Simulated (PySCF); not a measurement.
Isomers of C6H10NSi (doublet state), one GFN2-xTB conformer each. Single-point energies are computed at B3LYP/pcH-1 (PySCF, gas phase, no added dispersion term), electronic only. GFN2-xTB treats the open shell by occupation alone, and not every SCF solution was tested for stability.

Task: Rank them by B3LYP/pcH-1 energy, lowest first (kJ/mol).
A. `[CH:1]#[C:2][C@@H:3]1[NH:4][SiH:5][CH2:6][C@@H:7]1[CH3:8]` (doublet state) with C2–C3–N4–Si5 -89°, C3–N4–Si5–C6 -10°, N4–Si5–C6–C7 -16°, Si5–C6–C7–C8 161°
B. `[CH3:1][n:2]1[cH:3][cH:4][c:5]([CH2:6][SiH2:7])[cH:8]1` (doublet state) with C4–C5–C6–Si7 85°, C5–C6–Si7–H 64° and -63°
C. `[CH3:1][Si:2]([CH3:3])[n:4]1[cH:5][cH:6][cH:7][cH:8]1` (doublet state) with C1–Si2–N4–C5 137°
D. `[CH:1]#[C:2]/[C:3]=[C:4](/[CH3:5])[SiH2:6][NH:7][CH3:8]` (doublet state) with C3–C4–Si6–N7 -8°, C4–Si6–N7–C8 174°
E. `[CH2:1]=[N:2][SiH2:3][C:4]#[C:5][CH2:6][CH:7][CH3:8]` (doublet state) with C1–N2–Si3–C4 -1°, C5–C6–C7–C8 -86°

Result: C (0.0), B (138.5), A (215.6), E (267.9), D (286.5).

As drawn, the highest has an N–H bond, which the lowest lacks. Neighbours under 21 kJ/mol apart (C=N[SiH2]C#CC[CH]C and C#C/[C]=C(/C)[SiH2]NC) can change places with a better method, another conformer or zero-point energy. GFN2-xTB itself gives, in the same order: 0.0, 26.2, 144.4, 280.9, 251.1. Both levels put the same isomer lowest; measured from each level's own lowest isomer, the values differ by up to 112.3 kJ/mol (Cn1ccc(C[SiH2])c1: 26.2 against 138.5).
